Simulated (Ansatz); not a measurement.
Isolated molecules relaxed with PBE0-D4/def2-TZVP in Ansatz; ΔE leaves out vibrations. CCSD(T)/CBS is the MP2 limit (def2-TZVPP, def2-QZVPP) plus CCSD(T) − MP2 in def2-TZVPP, frozen cores. This one scheme is used for every species. DFT in def2-TZVPP. B3LYP here is the variant with VWN-RPA as its local correlation; programs differ in this. Each species was taken in one conformer, which may not be the lowest.

`C[SiH](O)P` + SiH₄ → `O[SiH]([SiH3])P` + CH₄  (formal exchange of groups at the Si–C bond)

`C[SiH](O)P`:

Z-matrix (Å, degrees):
```
C
Si 1 1.865
H 1 1.093 2 110.5
H 1 1.093 2 111.5 3 120.0
H 1 1.093 2 110.3 3 -119.7
O 2 1.652 1 112.1 3 174.5
P 2 2.258 1 107.8 3 -59.1
H 2 1.484 1 110.6 3 58.3
H 6 0.958 2 117.5 1 73.9
H 7 1.420 2 94.1 1 -164.6
H 7 1.423 2 93.6 1 -70.5
```

SiH₄:

```xyz
5

Si    0.000    0.000    0.000
H    -0.025   -0.923   -1.163
H     1.395    0.146    0.486
H    -0.848   -0.551    1.087
H    -0.522    1.328   -0.411
```

`O[SiH]([SiH3])P`:

Z-matrix (Å, degrees):
```
Si
Si 1 2.336
P 1 2.260 2 113.3
O 1 1.654 2 106.6 3 -121.4
H 1 1.494 2 110.9 3 117.2
H 2 1.488 1 112.4 3 -180.0
H 2 1.488 1 109.7 3 58.5
H 2 1.489 1 108.2 3 -59.8
H 3 1.420 1 95.5 2 -32.3
H 3 1.421 1 92.7 2 62.1
H 4 0.959 1 117.4 2 177.5
```

CH₄:

Cartesian coordinates in Å:
```
C 0.000 0.000 0.000
H 0.022 0.681 -0.850
H 0.887 -0.632 -0.018
H -0.892 -0.624 -0.056
H -0.017 0.575 0.925
```

```tsv
level	ΔE (eV)
B3LYP-D4	-0.03
B2PLYP	0.03
```

What does CCSD(T)/CBS give? (Best estimate.)

The calculation gave: +0.02 eV. The listed levels differ from it by -0.05, 0.01 eV.

Largest T1 diagnostic among the species: 0.014.

From PBE to PBE0 (25 % exact exchange), in def2-TZVPP and without D4, ΔE moves by +0.04 eV.
